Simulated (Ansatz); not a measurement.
SrCl, SMILES [Cl][Sr+], charge +1.

The structure is a stationary point at r2SCAN-D4/def2-TZVPD. The spin state was assumed, not searched. The def2 effective core potentials stand for the cores of Sr; spin–orbit coupling is left out.

Two levels are set side by side: PBE/def2-TZVPD (Ansatz, an electronic-structure program) and ωB97X-V/def2-TZVPD (Ansatz). Energy differences of separate SCF runs at the same geometry; the states with an electron removed or added have multiplicity 2 and 2. Differences are taken from unrounded values.

```json
[
 {"quantity": "vertical ionisation energy (eV)", "ωB97X-V": "15.05", "PBE": "15.27", "PBE minus ωB97X-V": "0.21"},
 {"quantity": "vertical electron affinity (eV)", "ωB97X-V": "5.41", "PBE": "5.57", "PBE minus ωB97X-V": "0.16"},
 {"quantity": "vertical singlet–triplet gap (eV)", "ωB97X-V": "5.06", "PBE": "4.94", "PBE minus ωB97X-V": "-0.12"}
]
```
